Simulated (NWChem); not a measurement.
# CH$_{6}$O$_{2}$Si$_{2}$; SMILES [SiH3][SiH]1OCO1

```xyz
11

Si     0.2274     2.0748     0.0000
Si    -0.6185    -0.1221     0.0000
O      0.0808    -1.1911    -1.1144
C      0.5842    -1.9510     0.0000
O      0.0808    -1.1911     1.1144
H     -0.2521     2.8007     1.2093
H      1.7145     2.0592     0.0000
H     -0.2521     2.8007    -1.2093
H     -2.1120    -0.1324     0.0000
H      1.6807    -1.9706     0.0000
H      0.1734    -2.9676     0.0000
```
Atoms are numbered in this order, from 1.

Level: B3LYP/6-31G* (spherical d) (NWChem), optimised geometry, unscaled harmonic frequencies. 

Problem. List the harmonic frequencies with IR intensities, and the thermochemistry.

Solution. 
```csv
frequency (cm⁻¹),IR intensity (km/mol)
90,0.1
118,0.2
130,0.9
258,17.0
396,13.2
482,26.6
541,26.8
659,55.4
687,0.6
744,19.4
847,505.7
893,42.9
936,9.5
937,11.4
945,89.5
971,169.6
1067,152.4
1154,5.3
1155,0.5
1397,11.2
1581,14.6
2211,187.8
2235,71.1
2246,123.9
2258,132.3
3047,112.7
3101,51.7
```

```
Property                                                                           Result
-----------------------------------------------------------------------  ----------------
zero-point energy                                                           44.4 kcal/mol
thermal correction to the enthalpy at 298.15 K (with zero-point energy)     49.4 kcal/mol
heat capacity Cv                                                         23.8 cal/(mol K)
entropy at 298.15 K and 1 atm (symmetry number 1)                        82.4 cal/(mol K)
dipole moment                                                                      0.55 D
```

Rigid rotor and harmonic oscillator; modes under 100 cm⁻¹ make the entropy uncertain.
